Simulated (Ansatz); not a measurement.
System: CH6BNO2, net charge 0, singlet state. 
Coordinates optimised at B3LYP-D3(BJ)/def2-TZVP (Ansatz, an electronic-structure program):
SMILES: OB(NC)O
```xyz
11

C      1.8389     0.7209     0.1206
N      0.7835    -0.2076     0.4795
B     -0.5420    -0.2111    -0.0376
O     -1.4826    -1.1421     0.3431
O     -0.9883     0.7192    -0.9466
H      2.5563     0.8204     0.9364
H      2.3904     0.4209    -0.7780
H      1.4271     1.7180    -0.0527
H      1.0872    -0.9676     1.0641
H     -1.1868    -1.7562     1.0181
H     -0.3154     1.3310    -1.2519
```
Charge 0, spin multiplicity 1.

Computed values are from Ansatz. Correlated levels leave the core frozen unless marked. UHF or UKS for open shells. Spin-orbit coupling is left out. No relativistic terms. CBS(X,Y): correlation extrapolated as X^-3; Hartree-Fock from the larger set. The bracket is a focal-point correction in the basis named.

```json
{
 "atomisation energy De": "4486.6 kJ/mol at CCSD(T)/CBS(aug-cc-pVTZ,aug-cc-pVQZ)",
 "vertical ionisation energy (to the doublet)": "9.76 eV at RI-MP2/CBS(aug-cc-pVTZ,aug-cc-pVQZ)+[CCSD(T)-MP2]/aug-cc-pVTZ",
 "vertical_triplet_singlet_gap": "5.87 eV at RI-MP2/CBS(aug-cc-pVTZ,aug-cc-pVQZ)+[CCSD(T)-MP2]/aug-cc-pVTZ",
 "total_energy": "-271.6376 Eh at CCSD(T)/CBS(aug-cc-pVTZ,aug-cc-pVQZ)",
 "dipole_moment": "3.75 D at CCSD(T)/aug-cc-pVDZ",
 "T1 diagnostic": "0.011 at CCSD/aug-cc-pVQZ"
}
```
